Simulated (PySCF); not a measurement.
Simulation results for CH$_{3}$GeO

Calculation on a computer-drawn molecule: optimised geometry and harmonic frequencies of an isolated molecule of the commonest isotopes, restricted reference for singlets and unrestricted otherwise, frozen core in MP2; on germanium a core potential holds 10 electrons, which the energies leave out, and 3d is frozen in MP2 and coupled-cluster steps. Program: PySCF 2.14.0.

Entry: CH$_{3}$GeO

Start structure:
```xyz
6
CH3GeO
O     -2.4972     1.4175     0.1949
C     -1.7184     0.3792     0.2002
Ge    -1.7370    -1.2244    -0.9619
H     -1.0464     0.3256     1.0391
H     -0.1452    -1.3502    -0.8899
H     -1.7152    -0.3784    -2.3425
```

```
charge                                        : -1
multiplicity                                  : 1
method                                        : HF
basis                                         : aug-cc-pVDZ
basis and core potential on germanium         : aug-cc-pVDZ-PP ECP10MDF
rotational constants                          : 45.87, 3.521, 3.363 GHz
total energy                                  : -407.8455 hartree
convergence status largest gradient component : 3.677e-05 hartree/bohr
```

Drawn bonds:
| atom | other atom | order |
| --- | --- | --- |
| 1 | 2 | 1 |
| 2 | 3 | 2 |
| 2 | 4 | 1 |
| 3 | 5 | 1 |
| 3 | 6 | 1 |

Optimised structure:
```xyz
6
CH3GeO
O     -2.4115     1.4242     0.1638
C     -1.7427     0.4229     0.2330
Ge    -1.6997    -1.2118    -0.9947
H     -1.1153     0.3127     1.1625
H     -0.1039    -1.3315    -0.9368
H     -1.7862    -0.4473    -2.3879
```

Modes:
| frequency (cm⁻¹) | reduced mass (dalton) |
| --- | --- |
| 187.3 | 1.442 |
| 293.3 | 6.063 |
| 469.9 | 2.274 |
| 586.2 | 1.084 |
| 753.5 | 1.39 |
| 925.2 | 1.238 |
| 962.1 | 1.248 |
| 1471 | 1.196 |
| 1818 | 6.85 |
| 1854 | 1.024 |
| 1907 | 1.088 |
| 2793 | 1.078 |
